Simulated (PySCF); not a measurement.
CH5NO3Si3.
Structure used (PBE0-D3(BJ)/def2-SVP), in Å, numbered top down from 1:
```xyz
13
CH5NO3Si3 angstrom
N      2.9022   -1.8748    1.1377
C      2.1258   -1.5038    0.3610
Si     0.8738   -0.8919   -0.8704
O     -0.6132   -1.3429   -0.3215
Si    -1.7543   -0.4899    0.5569
O     -1.2501    1.0934    0.5728
Si     0.0429    1.9011   -0.0878
O      0.9638    0.7536   -0.8866
H      1.1648   -1.4691   -2.1946
H     -3.0620   -0.6020   -0.1342
H     -1.8072   -1.0112    1.9446
H     -0.4301    2.8976   -1.0796
H      0.8488    2.5224    0.9915
```

The closed-shell ground state was solved at several levels (PySCF, density fitting, gas phase, non-relativistic).

```tsv
level	basis functions	HOMO (eV)	LUMO (eV)	gap (eV)	dipole (D)
PBE0/pcSseg-1	182	-9.02	-0.83	8.19	3.46
wB97X-D/pcSseg-1	182	-10.91	1.01	11.92	3.51
```

What might CAM-B3LYP/def2-SVPD (221 basis functions) give for the same quantities?

HOMO -10.38 eV, LUMO 0.17 eV, gap 10.55 eV, dipole 3.53 D.

Over all these levels, which gives the widest orbital gap and which the narrowest?

wB97X-D/pcSseg-1 (range-separated hybrid) has the widest, 11.92 eV, and PBE0/pcSseg-1 (global hybrid, 25 % exact exchange) the narrowest, 8.19 eV. The two share the basis. From the narrowest to the widest the HOMO moves by -1.89 eV and the LUMO by +1.84 eV.

How far do the dipole and the HOMO energy spread over the levels?

The dipole runs from 3.46 to 3.53 D (mean 3.50 D) and the HOMO from -10.91 to -9.02 eV.

One conformer stands for the species.
